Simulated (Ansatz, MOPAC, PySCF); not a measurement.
Dimer: CH3Cl (SMILES CCl) (first 5 atoms) with H2 (SMILES [H][H]); geometry from B3LYP-D3(BJ)/def2-TZVP, rigid monomers moved along the line of their centres of mass till Cl2···H7 is 2.70 Å.
(charge 0, multiplicity 1):
```xyz
7

C     -0.2693     1.0804    -0.4277
Cl    -0.1522    -0.7034    -0.2695
H     -1.1997     1.3174    -0.9347
H     -0.2559     1.5117     0.5687
H      0.5809     1.4279    -1.0066
H     -0.1045     0.3764     2.9504
H     -0.0974    -0.0795     2.3612
```

```
level                                          interaction energy (meV)  minus CCSD(T)/CBS(aug-cc-pV(D+d)Z, aug-cc-pV(T+d)Z)   cost
---------------------------------------------  ------------------------  ---------------------------------------------------  -----
AM1                                                                -5.3                                                 14.0      -
PM6                                                                -2.5                                                 16.8      -
PM7                                                                 1.1                                                 20.4      -
HF/STO-3G (no counterpoise)                                        28.0                                                 47.2      -
HF/3-21G (no counterpoise)                                         16.3                                                 35.6      -
HF/6-31G* (no counterpoise)                                        47.0                                                 66.3      -
HF/aug-cc-pV(T+d)Z                                                 48.1                                                 67.4      -
PBE/def2-TZVPPD                                                    -9.7                                                  9.6     ×1
PBE-D4/def2-TZVPPD                                                -29.9                                                -10.7     ×1
BP86/6-31G* (no counterpoise)                                      25.7                                                 45.0      -
r2SCAN-D4/def2-TZVPPD                                              -6.7                                                 12.5     ×2
B3LYP-D3(BJ)/def2-TZVPPD                                          -17.4                                                  1.9     ×1
PBE0/def2-TZVPPD                                                   -5.4                                                 13.8     ×1
PBE0-D3(BJ)/def2-TZVPPD                                           -25.7                                                 -6.4     ×1
PBE0-D4/def2-TZVPPD                                               -23.2                                                 -3.9     ×1
MP2/6-31G*                                                         36.6                                                 55.8      -
MP2/CBS(aug-cc-pV(D+d)Z, aug-cc-pV(T+d)Z)                         -19.4                                                 -0.2      -
SCS-MP2/aug-cc-pV(D+d)Z                                            12.7                                                 31.9      -
CCSD(T)/aug-cc-pV(D+d)Z                                             0.6                                                 19.9     ×3
CCSD(T)/CBS(aug-cc-pV(D+d)Z, aug-cc-pV(T+d)Z)                     -19.2                                                  0.0  ×200*
```

 The comparison column counts from a level with limits of its own.

The rows run from -29.9 (PBE-D4/def2-TZVPPD) to 48.1 meV (HF/aug-cc-pV(T+d)Z). The dispersion term adds -20.2 in PBE-D4, -20.2 in PBE0-D3(BJ), -17.7 in PBE0-D4.

Counterpoise-corrected where a basis set is named; no monomer relaxation. Rows marked so take none.

Cores are frozen in the correlated methods. CBS(a, b) extrapolates the correlation energy as X⁻³ and adds the Hartree–Fock energy of set b. Rows in 3-21G, 6-31G*, STO-3G carry no dispersion term and start afresh at each structure (6-31G* with six Cartesian d functions). MP2/6-31G* freezes PySCF's default core. The state that AM1, PM6, PM7 reach isn't checked; PM7 holds dispersion and hydrogen-bond terms.

Codes used: Ansatz (Gaussian orbitals); MOPAC for AM1, PM6, PM7 (differences of heats of formation); PySCF for 3-21G rows, 6-31G* rows, STO-3G rows, the dispersion terms. 

Costs are rough ratios of core time to PBE/def2-TZVPPD (about 2.5 s over the structures, on one shared machine); a dash marks a level with no comparable run of its own. A star marks coupled-cluster runs past 200 virtual orbitals, where the program's memory plan changes under this machine's limit, so their costs aren't comparable with smaller runs.

Ansatz is a quantum-chemistry and plane-wave program.
